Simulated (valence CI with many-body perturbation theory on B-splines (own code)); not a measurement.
# Forbidden lines of Pt LXXIII

Computed by valence CI with perturbative core correlation (CI+MBPT): four valence electrons over a frozen Dirac-Fock core [He], radial functions for each j: 11 s, 11 p, 10 d, 8 f, 5 g, 2 h, with the one-electron correlation potential Σ1 (screened to all orders), the two-electron term Σ2, the three-electron term Σ3, Breit, model QED; selected single and double excitations, second order for the rest, scaled by the run's own slope (own B-spline code, finite nucleus).

The last digits are not significant, and no measured levels were compared; by estimate large intervals hold to a few tenths of a per cent, small ones and those within an open d or f shell to about a per cent. Among the levels kept, up to 1400 cm⁻¹ of a level comes from second order outside the variational space, and about a tenth of that is noise between levels of different J, which matters for small intervals.

Lines 51 to 95 of 95 in falling wavelength, among levels below 16769 eV, chosen from the decays that carry over 1 % of a level's rate. Wavelengths and rates use the calculated energies. Electric multipoles are in the length gauge, E1 and E2 with the static RPA response of the core. S is in atomic units (e²a₀⁴ for E2 and M2, e²a₀⁶ for E3), for M1 in squared Bohr magnetons. Weak lines are less certain than strong ones. Lines between different terms over intervals too small for the method are left out, as are lines whose strength nearly cancels. The highest levels of a list are the least certain.

Levels are named by their leading jj configuration (3d3/2^4 stands for four electrons in 3d with j = 3/2), which in mixed levels can hold well under half, so a name can repeat and another be missing. Letters in brackets count levels of one name in rising energy.

| λ vac (nm) | Upper | Lower | Type | A (s⁻¹) | S (a.u.) |
| --- | --- | --- | --- | --- | --- |
| 0.09952 | (2s 2p3/2^2 3p3/2) J=2 [c] | (2s 2p1/2 2p3/2^2) J=1 [b] | E2 | 7.00e+11 | 3.05e-06 |
| 0.09948 | (2s 2p3/2^2 3p3/2) J=2 [c] | (2s 2p1/2 2p3/2^2) J=2 [b] | E2 | 1.00e+12 | 4.37e-06 |
| 0.09945 | (2s^2 2p3/2 3p3/2) J=3 | (2s^2 2p1/2 2p3/2) J=2 | E2 | 1.03e+12 | 6.27e-06 |
| 0.09944 | (2s^2 2p3/2 3p3/2) J=1 | (2s^2 2p1/2 2p3/2) J=2 | E2 | 2.18e+12 | 5.69e-06 |
| 0.09941 | (2s 2p3/2^2 3p3/2) J=4 | (2s 2p1/2 2p3/2^2) J=2 [a] | E2 | 1.72e+12 | 1.34e-05 |
| 0.09930 | (2s^2 2p3/2 3p3/2) J=3 | (2s^2 2p1/2 2p3/2) J=1 | E2 | 1.51e+12 | 9.11e-06 |
| 0.09930 | (2s^2 2p3/2 3p3/2) J=1 | (2s^2 2p1/2 2p3/2) J=1 | E2 | 2.52e+11 | 6.52e-07 |
| 0.09918 | (2s^2 2p3/2 3p3/2) J=2 | (2s^2 2p1/2 2p3/2) J=2 | E2 | 1.76e+12 | 7.54e-06 |
| 0.09904 | (2s^2 2p3/2 3p3/2) J=2 | (2s^2 2p1/2 2p3/2) J=1 | E2 | 7.61e+11 | 3.24e-06 |
| 0.09895 | (2s^2 2p3/2 3p3/2) J=0 | (2s^2 2p1/2 2p3/2) J=2 | E2 | 2.48e+12 | 2.10e-06 |
| 0.09814 | (2s 2p1/2 2p3/2 3d5/2) J=5 | (2s 2p1/2^2 2p3/2) J=2 | E3 | 1.94e+10 | 5.96e-07 |
| 0.09804 | (2s 2p3/2^2 3d5/2) J=5 | (2s 2p1/2 2p3/2^2) J=3 | M2 | 5.19e+10 | 4.62e-07 |
| 0.09772 | (2s^2 2p3/2 3d5/2) J=4 | (2s^2 2p1/2 2p3/2) J=2 | M2 | 8.50e+10 | 6.08e-07 |
| 0.09772 | (2s^2 2p3/2 3d5/2) J=4 | (2s^2 2p1/2 2p3/2) J=2 | E3 | 7.48e+09 | 1.82e-07 |
| 0.09758 | (2s^2 2p3/2 3d5/2) J=4 | (2s^2 2p1/2 2p3/2) J=1 | E3 | 1.31e+10 | 3.15e-07 |
| 0.09685 | (2p1/2^2 2p3/2 3d3/2) J=2 | (2s 2p1/2^2 2p3/2) J=1 | E2 | 4.83e+12 | 1.84e-05 |
| 0.09684 | (2s 2p1/2 2p3/2 3d3/2) J=3 [a] | (2s^2 2p1/2 2p3/2) J=1 | E2 | 6.09e+12 | 3.24e-05 |
| 0.09678 | (2p1/2^2 2p3/2 3d3/2) J=3 | (2s 2p1/2^2 2p3/2) J=1 | E2 | 6.94e+12 | 3.69e-05 |
| 0.09673 | (2s 2p1/2 2p3/2 3d3/2) J=4 | (2s^2 2p1/2 2p3/2) J=2 | E2 | 8.26e+12 | 5.62e-05 |
| 0.09664 | (2s 2p1/2^2 3d3/2) J=2 | (2s^2 2p1/2^2) J=0 | E2 | 9.02e+12 | 3.39e-05 |
| 0.09614 | (2s 2p1/2 2p3/2 3d3/2) J=3 [c] | (2s^2 2p1/2 2p3/2) J=2 | E2 | 4.51e+12 | 2.32e-05 |
| 0.09614 | (2p1/2^2 2p3/2 3d3/2) J=2 | (2s 2p1/2^2 2p3/2) J=2 | E2 | 9.10e+12 | 3.34e-05 |
| 0.09609 | (2s 2p1/2 2p3/2 3d5/2) J=4 [a] | (2s^2 2p1/2 2p3/2) J=2 | E2 | 8.02e+11 | 5.28e-06 |
| 0.09608 | (2p1/2^2 2p3/2 3d3/2) J=3 | (2s 2p1/2^2 2p3/2) J=2 | E2 | 6.85e+12 | 3.50e-05 |
| 0.09604 | (2p1/2^2 2p3/2 3d3/2) J=1 | (2s 2p1/2^2 2p3/2) J=2 | E2 | 1.28e+13 | 2.79e-05 |
| 0.09600 | (2p1/2^2 2p3/2 3d3/2) J=0 | (2s 2p1/2^2 2p3/2) J=2 | E2 | 1.39e+13 | 1.01e-05 |
| 0.09574 | (2s 2p3/2^2 3d5/2) J=4 [a] | (2s^2 2p3/2^2) J=2 | E2 | 5.78e+12 | 3.74e-05 |
| 0.09550 | (2s 2p1/2 2p3/2 3d5/2) J=2 [b] | (2s^2 2p1/2 2p3/2) J=2 | E2 | 1.74e+13 | 6.16e-05 |
| 0.09545 | (2s 2p3/2^2 3d5/2) J=1 [a] | (2s^2 2p3/2^2) J=2 | E2 | 1.69e+13 | 3.59e-05 |
| 0.09544 | (2s 2p1/2^2 3d5/2) J=2 | (2s^2 2p1/2^2) J=0 | E2 | 1.87e+13 | 6.61e-05 |
| 0.09543 | (2s 2p3/2^2 3d5/2) J=0 | (2s^2 2p3/2^2) J=2 | E2 | 2.77e+13 | 1.96e-05 |
| 0.09540 | (2s 2p1/2 2p3/2 3d5/2) J=1 [b] | (2s^2 2p1/2 2p3/2) J=2 | E2 | 1.99e+13 | 4.21e-05 |
| 0.09519 | (2s 2p3/2^2 3d5/2) J=2 [b] | (2s^2 2p3/2^2) J=0 | E2 | 1.63e+13 | 5.68e-05 |
| 0.09512 | (2p1/2^2 2p3/2 3d5/2) J=4 | (2s 2p1/2^2 2p3/2) J=2 | E2 | 1.42e+13 | 8.90e-05 |
| 0.09507 | (2s 2p1/2 2p3/2 3d5/2) J=4 [c] | (2s^2 2p1/2 2p3/2) J=2 | E2 | 9.89e+12 | 6.17e-05 |
| 0.09499 | (2s 2p1/2 2p3/2 3d5/2) J=3 [c] | (2s^2 2p1/2 2p3/2) J=1 | E2 | 9.93e+12 | 4.80e-05 |
| 0.09485 | (2s 2p3/2^2 3d5/2) J=4 [b] | (2s^2 2p3/2^2) J=2 | E2 | 1.30e+13 | 8.04e-05 |
| 0.09482 | (2s 2p3/2^2 3d5/2) J=3 [b] | (2s^2 2p3/2^2) J=2 | E2 | 3.08e+12 | 1.48e-05 |
| 0.08787 | (2s^2 2p1/2 4p1/2) J=0 | (2s^2 2p1/2 2p3/2) J=2 | E2 | 1.33e+12 | 6.23e-07 |
| 0.08638 | (2s 2p1/2^2 4f7/2) J=3 | (2s 2p1/2^2 2p3/2) J=1 | E2 | 7.80e+12 | 2.34e-05 |
| 0.08582 | (2s 2p1/2^2 4f7/2) J=4 | (2s 2p1/2^2 2p3/2) J=2 | E2 | 8.66e+12 | 3.24e-05 |
| 0.08573 | (2s^2 2p1/2 4f7/2) J=4 | (2s^2 2p1/2 2p3/2) J=2 | E2 | 8.69e+12 | 3.24e-05 |
| 0.08563 | (2s^2 2p1/2 4f7/2) J=3 | (2s^2 2p1/2 2p3/2) J=1 | E2 | 7.51e+12 | 2.16e-05 |
| 0.07678 | (2s^2 2p1/2 4p3/2) J=2 | (2s^2 2p1/2^2) J=0 | E2 | 8.32e+11 | 9.91e-07 |
| 0.07626 | (2s^2 2p1/2 4f5/2) J=2 | (2s^2 2p1/2^2) J=0 | E2 | 8.37e+12 | 9.64e-06 |
